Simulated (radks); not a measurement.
Task: Mg IV, 9 electrons, occupied as [He] 2s2 2p5 (the NIST ground configuration). All-electron calculation, non-relativistic Kohn-Sham, PBE, spin-polarised, spherical densities, point nucleus; open shells are filled with parallel spins first. Program: a radial shooting solver on a logarithmic mesh with Libxc functionals. Some entries of the table are withheld. Estimate them.

orbital  occ.  eigenvalue (hartree)  <r> (bohr)  <1/r> (bohr^-1)
1s up       1                   (1)         (2)            11.59
1s down     1                   (3)         (4)            11.59
2s up       1              -4.77333         (5)            2.176
2s down     1              -4.67712         (6)            2.161
2p up       3              -3.58384      0.6388            2.066
2p down     2              -3.48040      0.6458            2.049

Result: 
(1) 1s up eigenvalue (hartree): -48.33303
(2) 1s up <r> (bohr): 0.1309
(3) 1s down eigenvalue (hartree): -48.28692
(4) 1s down <r> (bohr): 0.1308
(5) 2s up <r> (bohr): 0.6712
(6) 2s down <r> (bohr): 0.6753
